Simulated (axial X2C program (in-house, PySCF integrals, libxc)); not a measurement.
**Which molecule has these constants?**

Calculated with an in-house all-electron X2C program for linear molecules (integrals from PySCF), spin-free (one-electron X2C) or two-component (2c: spin–orbit coupling with atomic mean-field Coulomb and Gaunt terms, which also bring small scalar terms), in Dyall basis sets with cores contracted in-house; open shells are unrestricted.

A two-component PBE0 calculation in a Dyall 3-zeta basis gave Re = 2.459 Å, ωe = 313.1 cm⁻¹, Ω = 0.

Problem. Which molecule is it?
A. SrSe⁻
B. SbSe⁻
C. InSe⁻
D. YSe⁻
E. SeI⁻

Solution. D. The others have SeI⁻ 2.552 Å and 230.0 cm⁻¹ (Ω = 0); SbSe⁻ 2.438 Å and 281.7 cm⁻¹ (Ω = 1); InSe⁻ 2.443 Å and 262.4 cm⁻¹ (Ω = 0); SrSe⁻ 2.660 Å and 239.9 cm⁻¹ (Ω = 1/2).

Each entry is the lowest single determinant of a limited PBE0 search at one distance. De goes to single-determinant-based atoms at the same level (for ions the charge split of lowest energy) and is withheld (n/a) where an atom does not fit its ground term or J level. Main or longest-lived isotopes. One determinant is a doubtful description, or other states lie close, for SbSe⁻; these need not be ground states, and all values refer to the states named. Some open-shell Ω = 0 determinants are out of reach, so the Ω given for SbSe⁻ need not be the lowest component. With several unpaired electrons the Ω given is that of one determinant, not necessarily of the lowest component. The functionals have no current term, which raises determinants with orbital currents.
